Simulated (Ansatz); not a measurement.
Input for Ansatz (a first-principles code): R-r2SCAN/def2-TZVPP on AlH10NOSi.

Ansatz 0.2 input:
```yaml
crystal:
  periodic: [false, false, false]
  atoms:
    - {symbol: Si, position_ang: [1.36482343, 1.55807494, 0.00000302]}
    - {symbol: H, position_ang: [2.63719012, 0.79980362, 0.00002878]}
    - {symbol: H, position_ang: [1.26328189, 2.38867935, 1.21371723]}
    - {symbol: H, position_ang: [1.26333893, 2.38869285, -1.21370693]}
    - {symbol: O, position_ang: [0.14247604, 0.41538547, -0.00003497]}
    - {symbol: H, position_ang: [0.34313417, -0.59810226, -0.00002992]}
    - {symbol: Al, position_ang: [-1.77589759, 0.69714240, 0.00001115]}
    - {symbol: H, position_ang: [-1.79160573, 2.29368224, -0.00002067]}
    - {symbol: H, position_ang: [-2.20556602, -0.06655568, 1.34100194]}
    - {symbol: H, position_ang: [-2.20562688, -0.06663182, -1.34091532]}
    - {symbol: N, position_ang: [0.29020977, -2.18512275, -0.00001696]}
    - {symbol: H, position_ang: [0.69094189, -2.62332091, 0.82204857]}
    - {symbol: H, position_ang: [0.69100268, -2.62335157, -0.82203639]}
    - {symbol: H, position_ang: [-0.70770268, -2.37897589, -0.00004954]}
basis:
  gaussian:
    orbitals: def2-TZVPP
hamiltonian:
  xc: {name: r2SCAN}
scf: {lower_state_search: off}
```

It printed:

```
WARN ansatz: RAYON_NUM_THREADS=4 ignored (pool sized by the plan → 4); use --threads N
Functional definition: r2SCAN
these checks for a lower state are left out or cut short: stability, starts, cluster_reference, orbital_swaps, neighbouring_geometries, increment
integrals: 0.25 GiB planned
1453 factors; their error is unknown
mean field: 1.58 GiB planned
mean field evaluation 1: about -18165.0854 eV, gradient 7.5e1 eV
mean field evaluation 2: about -18148.0292 eV, gradient 1.2e2 eV
mean field evaluation 4: about -18174.6734 eV, gradient 9.2e0 eV
mean field evaluation 8: about -18174.8249 eV, gradient 3.3e-1 eV
mean field evaluation 16: about -18174.7988 eV, gradient 8.7e-5 eV
mean field -18174.79879460 eV, -667.9115363806 hartree, gradient 6.1e-6 eV, S^2 0.000000; 0 other end points of the search recorded, 0 dependent functions left out
reference -18174.79881127 eV, -667.9115369930 hartree; 26, 26 occupied and 260, 260 virtual orbitals, 1453 factors
Total energy: -18174.79881127 eV, -667.9115369930 hartree
Checks for a lower state left out: stability, starts, cluster_reference, orbital_swaps, neighbouring_geometries, increment
```

The calculation finished and met its thresholds.

Cost: very roughly 8 core-seconds.
